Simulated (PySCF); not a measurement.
Si(vinyl)2(OAc)2, C8H12O4Si.
Cartesian coordinates in Å at the PBE0-D3(BJ)/def2-SVP level; atoms count from 1:
```
atom  x, y, z in Å
Si1    0.3073   -0.0691    0.2811
C2     0.2735   -0.0901    2.1297
C3    -0.3839   -1.0204    2.8319
H4     0.8164    0.7019    2.6588
H5    -0.9436   -1.8201    2.3359
H6    -0.3944   -1.0190    3.9276
C7     1.9827   -0.2586   -0.4718
C8     3.0712   -0.4917    0.2696
H9     2.0707   -0.1921   -1.5622
H10    3.0225   -0.5702    1.3616
H11    4.0636   -0.6132   -0.1783
O12   -0.5169    1.2883   -0.3597
C13   -0.0459    2.5059   -0.0711
C14   -0.8189    3.5999   -0.7396
O15    0.9054    2.6663    0.6545
H16   -0.4095    4.5758   -0.4575
H17   -1.8786    3.5307   -0.4542
H18   -0.7702    3.4660   -1.8304
O19   -0.7384   -1.3412   -0.1635
C20   -0.9357   -1.6848   -1.4464
C21   -1.9188   -2.8077   -1.5838
O22   -0.3755   -1.1369   -2.3591
H23   -2.0482   -3.0659   -2.6403
H24   -2.8817   -2.5087   -1.1442
H25   -1.5630   -3.6814   -1.0182
```

Level of theory: PBE0-D3(BJ)/def2-SVP geometry optimisation, gas phase (PySCF 2.14.0).

Masses are those of the commonest isotopes; rigid-rotor values at the optimised geometry. The values belong to one conformer.

Task: Give the principal moments of inertia and the rotational constants in MHz.

Result: Ia = 620.23, Ib = 927.05, Ic = 1079.90 u·Å²; 505379 MHz·u·Å²/I gives A = 814.8, B = 545.1, C = 468.0 MHz.

Task: What kind of rotor is it?

Result: An asymmetric top: κ = (2 × 545.1 − 814.8 − 468.0)/(814.8 − 468.0) = -0.56.

Task: Is it planar, by Δ = Ic − Ia − Ib?

Result: Not planar: Δ = Ic − Ia − Ib = -467.38 u·Å². For a rigid frame Δ = −2 Σ m c², so Σ m c² = 233.69 u·Å² lies off the ab plane: 38.37 from hydrogen and 195.32 from heavier atoms. The atom farthest from that plane is 3.36 Å away.

Task: Give the other two planar moments, Paa and Pbb, and the rms extents of the mass along the axes.

Result: Paa = Σ m a² = (Ib + Ic − Ia)/2 = 693.36 and Pbb = Σ m b² = (Ia + Ic − Ib)/2 = 386.54 u·Å². With the mass M = 200.05 u, the rms extents √(P/M) along a, b and c are 1.86, 1.39, 1.08 Å.

Task: List the rotational levels J(Ka,Kc) to J = 4 (K).

Result: Above 0(0,0), as E/k:
J = 1: 1(0,1) 0.049, 1(1,1) 0.062, 1(1,0) 0.065
J = 2: 2(0,2) 0.145, 2(1,2) 0.155, 2(1,1) 0.166, 2(2,1) 0.205, 2(2,0) 0.206
J = 3: 3(0,3) 0.288, 3(1,3) 0.295, 3(1,2) 0.317, 3(2,2) 0.351, 3(2,1) 0.354, 3(3,1) 0.425, 3(3,0) 0.425
J = 4: 4(0,4) 0.477, 4(1,4) 0.481, 4(1,3) 0.517, 4(2,3) 0.545, 4(2,2) 0.554, 4(3,2) 0.621, 4(3,1) 0.621, 4(4,1) 0.723, 4(4,0) 0.723

Task: Which types of transition are allowed, and where do some lines up to J = 2 fall?

Result: The dipole components are |μa| = 1.21 D, |μb| = 0.44 D, |μc| = 1.59 D. The squared components, which scale the intensities, stand as 0.59 : 0.08 : 1.00 (a : b : c). Some lines, for components of 0.1 D or more:

| type | branch | J(Ka,Kc) | MHz | lower level (cm⁻¹) |
| --- | --- | --- | --- | --- |
| b | Q | 1(1,0) ← 1(0,1) | 347 | 0.034 |
| b | Q | 2(1,1) ← 2(0,2) | 438 | 0.101 |
| c | Q | 2(2,1) ← 2(1,1) | 809 | 0.116 |
| b | Q | 2(2,0) ← 2(1,1) | 823 | 0.116 |
| a | R | 1(0,1) ← 0(0,0) | 1013 | 0.000 |
| b | Q | 2(2,1) ← 2(1,2) | 1041 | 0.108 |
| b | R | 1(1,1) ← 0(0,0) | 1283 | 0.000 |
| c | R | 1(1,0) ← 0(0,0) | 1360 | 0.000 |
| b | R | 2(0,2) ← 1(1,1) | 1742 | 0.043 |
| a | R | 2(1,2) ← 1(1,1) | 1949 | 0.043 |
| a | R | 2(0,2) ← 1(0,1) | 2012 | 0.034 |
| a | R | 2(1,1) ← 1(1,0) | 2103 | 0.045 |
| b | R | 2(1,2) ← 1(0,1) | 2219 | 0.034 |
| c | R | 2(1,1) ← 1(0,1) | 2450 | 0.034 |
| b | R | 2(2,1) ← 1(1,0) | 2912 | 0.045 |
| c | R | 2(2,0) ← 1(1,0) | 2927 | 0.045 |
| c | R | 2(2,1) ← 1(1,1) | 2990 | 0.043 |
| b | R | 2(2,0) ← 1(1,1) | 3004 | 0.043 |

PBE0-D3(BJ)/def2-SVP frequencies: not computed here. Constants of a rigid frame at the computed geometry: no zero-point averaging, no centrifugal distortion. A rigid rotor knows nothing of internal rotation, which can split or shift real lines.

Time: 15 min wall, 35 min CPU; peak memory 1.8 GiB. Hardware: an Intel Xeon Platinum 8259CL at 2.50 GHz with 2 threads, shared host with 96 logical CPUs at a one-minute load of 45. This is the geometry optimisation.
